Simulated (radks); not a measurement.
Results of a calculation; reference values are marked as such.
Initial-state core-level shifts of the silver ion Ag+ when its valence configuration changes from [Kr] 4d10. Code: a radial shooting solver on a logarithmic mesh with Libxc functionals. Model: scalar-relativistic Kohn-Sham, PBE, spin-polarised, spherical densities, finite nucleus; open shells are filled with parallel spins first (spin-orbit coupling, left out, can overturn this in heavy ions); Fermi nuclear charge, rms radius 4.5454 fm. Shifts are changes of the shell-averaged eigenvalues in eV (positive: less bound); the change of the density at the nucleus, which sets a Mossbauer isomer shift, is in e/bohr^3, on a base of 1.494e+05.

valence	1s	2p	3s	4p	density at nucleus
4d9 5p1	-6.191	-6.385	-6.341	-5.827	+2.85
4d8 5p2	-12.562	-13.025	-12.882	-11.590	+6.94
4d8 5s1 5p1	-11.149	-11.649	-11.483	-10.182	+36.07
4d8 5s2	-9.845	-10.370	-10.181	-8.884	+62.10
4d9 5s1	-4.658	-4.897	-4.829	-4.281	+27.94
4d8.5 5s1 5p0.5	-7.884	-8.244	-8.134	-7.244	+31.86
4d8.5 5s1.5	-7.206	-7.582	-7.459	-6.563	+44.21
4d7 5s1 5p2	-17.819	-18.652	-18.325	-15.999	+45.41
4d9.5 5p0.5	-3.075	-3.162	-3.147	-2.922	+1.26
